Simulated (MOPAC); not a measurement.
MOPAC input (MNDO):

```
MNDO PRECISE GNORM=0.05 LET XYZ UHF MS=0.5 GEO-OK AUX(PRECISION=9) THREADS=1
HO2Si

Si    0.39538400 1   -0.15858900 1    0.00186800 1
O     0.52764700 1    1.36735600 1    0.00686900 1
O    -0.99138400 1   -1.02312000 1   -0.00862200 1
H    -1.82548300 1   -0.53363800 1   -0.01213500 1
```

Output:

```
 *******************************************************************************
 **                                                                           **
 **                              MOPAC v23.2.5                                **
 **                                                                           **
 *******************************************************************************
 ** MOPAC's Digital Object Identifier: https://doi.org/10.5281/zenodo.6511958 **
 **                                                                           **
 ** Please cite the open-source release paper for use of this MOPAC version:  **
 ** J. E. Moussa and J. J. P. Stewart (2026)                                  **
 ** MOPAC: An open-source semiempirical molecular orbital program             **
 ** J. Open Source Softw., 11(119), 8025, https://doi.org/10.21105/joss.08025 **
 *******************************************************************************

                              MNDO CALCULATION RESULTS

 *******************************************************************************
 *  MNDO       - The MNDO Hamiltonian to be used
 *  GEO-OK     - OVERRIDE INTERATOMIC DISTANCE AND OTHER SAFETY CHECKS
 *  UHF        - UNRESTRICTED HARTREE-FOCK CALCULATION
 *  MS=        - IN MECI, MAGNETIC COMPONENT OF SPIN =  0.5
 *  LET        - OVERRIDE SOME SAFETY CHECKS
 *  PRECISE    - TIGHTER CRITERIA TO BE USED
 *  XYZ        - CARTESIAN COORDINATE SYSTEM TO BE USED
 *  GNORM      - EXIT WHEN GRADIENT NORM DROPS BELOW 0.050
 *  AUX        - OUTPUT AUXILIARY INFORMATION
 *******************************************************************************
MNDO PRECISE GNORM=0.05 LET XYZ UHF MS=0.5 GEO-OK AUX(PRECISION=9) THREADS=1
 HO2Si

   ATOM   CHEMICAL          X               Y               Z
  NUMBER   SYMBOL      (ANGSTROMS)     (ANGSTROMS)     (ANGSTROMS)

     1      Si          0.39538400  *  -0.15858900  *   0.00186800  *
     2       O          0.52764700  *   1.36735600  *   0.00686900  *
     3       O         -0.99138400  *  -1.02312000  *  -0.00862200  *
     4       H         -1.82548300  *  -0.53363800  *  -0.01213500  *

          CARTESIAN COORDINATES

    NO.       ATOM           X           Y           Z

     1        Si          0.3954     -0.1586      0.0019
     2         O          0.5276      1.3674      0.0069
     3         O         -0.9914     -1.0231     -0.0086
     4         H         -1.8255     -0.5336     -0.0121

  H: (MNDO): M.J.S. DEWAR, W. THIEL, J. AM. CHEM. SOC., 99, 4899, (1977)
  O: (MNDO): M.J.S. DEWAR, W. THIEL, J. AM. CHEM. SOC., 99, 4899, (1977)
 Si: (MNDO): M.J.S.DEWAR, ET. AL. ORGANOMETALLICS  5, 375 (1986)

           Empirical Formula: H O2 Si  =     4 atoms

      MOLECULAR POINT GROUP   :   Cs

          UHF CALCULATION, NO. OF ALPHA ELECTRONS =    9
                           NO. OF BETA  ELECTRONS =    8

          Geometry optimization using EF

          DIAGONAL MATRIX USED AS START HESSIAN

 CYCLE:     1  GRAD.:    80.345 HEAT: -65.71693
 CYCLE:     2  GRAD.:   554.604 HEAT: -29.56251
 CYCLE:     3  GRAD.:    28.238 HEAT: -67.46786
 CYCLE:     4  GRAD.:    43.576 HEAT: -67.16129
 CYCLE:     5  GRAD.:    85.477 HEAT: -65.88062
 CYCLE:     6  GRAD.:    94.647 HEAT: -65.05102
 CYCLE:     7  GRAD.:    56.175 HEAT: -64.84590
 CYCLE:     8  GRAD.:    20.039 HEAT: -67.70255
 CYCLE:     9  GRAD.:    14.834 HEAT: -67.74351
 CYCLE:    10  GRAD.:     1.706 HEAT: -67.81129
 CYCLE:    11  GRAD.:     0.387 HEAT: -67.81248
 CYCLE:    12  GRAD.:     0.300 HEAT: -67.81276
 CYCLE:    13  GRAD.:     0.299 HEAT: -67.81290
 CYCLE:    14  GRAD.:     0.042 HEAT: -67.81296

     GRADIENT =  0.04215 IS LESS THAN CUTOFF =  0.05000

 -------------------------------------------------------------------------------
 MNDO PRECISE GNORM=0.05 LET XYZ UHF MS=0.5 GEO-OK AUX(PRECISION=9) THREADS=1
 HO2Si

     GEOMETRY OPTIMISED USING EIGENVECTOR FOLLOWING (EF).
     SCF FIELD WAS ACHIEVED

                              MNDO CALCULATION
                                                       MOPAC v23.2.5 Linux

          FINAL HEAT OF FORMATION =        -67.81296 KCAL/MOL =    -283.72941 KJ/MOL

          COSMO AREA              =         88.09 SQUARE ANGSTROMS
          COSMO VOLUME            =         74.27 CUBIC ANGSTROMS

          GRADIENT NORM           =          0.04215          =       0.02108 PER ATOM
          IONIZATION POTENTIAL    =          9.929128 EV
          ALPHA SOMO LUMO (EV)    =         -9.929  0.716
          BETA  SOMO LUMO (EV)    =        -10.446 -1.328
          NO. OF ALPHA ELECTRONS  =          9
          NO. OF BETA  ELECTRONS  =          8
          MOLECULAR WEIGHT        =         61.0922         POINT GROUP:  Cs

          MOLECULAR DIMENSIONS (Angstroms)

            Atom       Atom       Distance
            H     4    O     2     2.92894
            O     2   Si     1     1.15123
            O     3    H     4     0.00000

          SCF CALCULATIONS        =         15

   ATOM   CHEMICAL          X               Y               Z
  NUMBER   SYMBOL      (ANGSTROMS)     (ANGSTROMS)     (ANGSTROMS)

     1      Si          0.43967652  *  -0.17424116  *   0.00208325  *
     2       O          0.46366577  *   1.32858907  *   0.00638805  *
     3       O         -0.99010965  *  -0.96744428  *  -0.00846045  *
     4       H         -1.80945493  *  -0.51838222  *  -0.01199868  *

                             CARTESIAN COORDINATES

   1   Si        0.439676516    -0.174241164     0.002083250
   2    O        0.463665773     1.328589074     0.006388048
   3    O       -0.990109646    -0.967444280    -0.008460450
   4    H       -1.809454929    -0.518382224    -0.011998684

           Empirical Formula: H O2 Si  =     4 atoms

      MOLECULAR POINT GROUP   :   Cs

          ALPHA EIGENVALUES
 -40.49185 -36.98082 -19.15416 -14.24969 -13.52570 -13.29058 -11.94559 -11.29577
  -9.92913   0.71636   3.15690   4.76934   6.47724

           BETA EIGENVALUES
 -40.08535 -36.00098 -18.79680 -14.01030 -13.11150 -12.69974 -11.13612 -10.44612
  -1.32755   1.23053   3.89568   5.43572   6.83534

              NET ATOMIC CHARGES AND DIPOLE CONTRIBUTIONS

  ATOM NO.   TYPE          CHARGE      No. of ELECS.   s-Pop       p-Pop
    1         Si           1.082827        2.9172     1.29829     1.61888
    2          O          -0.690638        6.6906     1.89747     4.79317
    3          O          -0.597841        6.5978     1.79458     4.80326
    4          H           0.205652        0.7943     0.79435
 DIPOLE           X         Y         Z       TOTAL
 POINT-CHG.     1.804    -3.048     0.002     3.542
 HYBRID        -1.818     0.872    -0.008     2.016
 SUM           -0.013    -2.175    -0.006     2.175

          ATOMIC ORBITAL ELECTRON POPULATIONS

     Atom    s        px        py        pz
    1 Si   1.29829   0.63824   0.58926   0.39138
    2  O   1.89747   1.65701   1.44689   1.68927
    3  O   1.79458   1.21633   1.66758   1.91934
    4  H   0.79435

                    (SZ)    =    0.500000
                    (S**2)  =    0.760404

          ATOMIC ORBITAL SPIN POPULATIONS

    Atom   Total    s     px     py     pz
         Atomic
    1 Si  0.5871  0.370  0.068  0.129  0.020
    2  O  0.3091  0.006  0.254  0.068 -0.019
    3  O  0.0867  0.029  0.032  0.027 -0.001
    4  H  0.0171  0.017

 **********************
 *                    *
 * JOB ENDED NORMALLY *
 *                    *
 **********************

 == MOPAC DONE ==
```

The geometry given is a B3LYP-D3(BJ)/def2-TZVP minimum.
